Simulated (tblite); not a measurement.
Parent: `[H]/[N:1]=[CH:2]\[CH2:3][C:4]#[C:5][SiH3:6]` with N1–C2–C3–C4 1°, C4H7NSi.

The geometries are computed with GFN2-xTB (gas phase). One conformer each, not checked by frequencies here.

```json
{"coordinate of the parent": "N1=C2", "value": "1.249 Å"}
{"coordinate of the parent": "C2–C3", "value": "1.513 Å"}
{"coordinate of the parent": "C3–C4", "value": "1.448 Å"}
{"coordinate of the parent": "C4≡C5", "value": "1.206 Å"}
{"coordinate of the parent": "C5–Si6", "value": "1.846 Å"}
{"coordinate of the parent": "N1–C2–C3", "value": "128.9°"}
{"coordinate of the parent": "C2–C3–C4", "value": "112.8°"}
{"coordinate of the parent": "C3–C4–C5", "value": "176.6°"}
{"coordinate of the parent": "C4–C5–Si6", "value": "177.7°"}
```

Task: How does the shared frame change in `[H]/[N:5]=[C:4](/[CH2:3][CH:2]=[CH2:1])[CH2:6][C:7]#[C:8][SiH3:9]` with C1–C2–C3–C4 -111°, C2–C3–C4–N5 -113°, C3–C4–C6–C7 58°, C7H11NSi? Atoms pair as N1 = N5, C2 = C4, C3 = C6, C4 = C7, C5 = C8, Si6 = Si9 (parent first).

Result: 
| parent | relative | value in the relative | change |
| --- | --- | --- | --- |
| N1=C2 | N5=C4 | 1.254 Å | +0.005 |
| C2–C3 | C4–C6 | 1.519 Å | +0.006 |
| C3–C4 | C6–C7 | 1.449 Å | +0.001 |
| C4≡C5 | C7≡C8 | 1.205 Å | -0.001 |
| C5–Si6 | C8–Si9 | 1.844 Å | -0.002 |
| N1–C2–C3 | N5–C4–C6 | 126.0° | -2.9 |
| C2–C3–C4 | C4–C6–C7 | 110.8° | -2.0 |
| C3–C4–C5 | C6–C7–C8 | 178.0° | +1.4 |
| C4–C5–Si6 | C7–C8–Si9 | 179.5° | +1.8 |

Of the parent's bonds, N1–C2 and C2–C3 change most and about equally (+0.005 to +0.006 Å). Bonds of the relative outside the shared frame: C1=C2 1.320, C2–C3 1.500, C3–C4 1.505 Å.
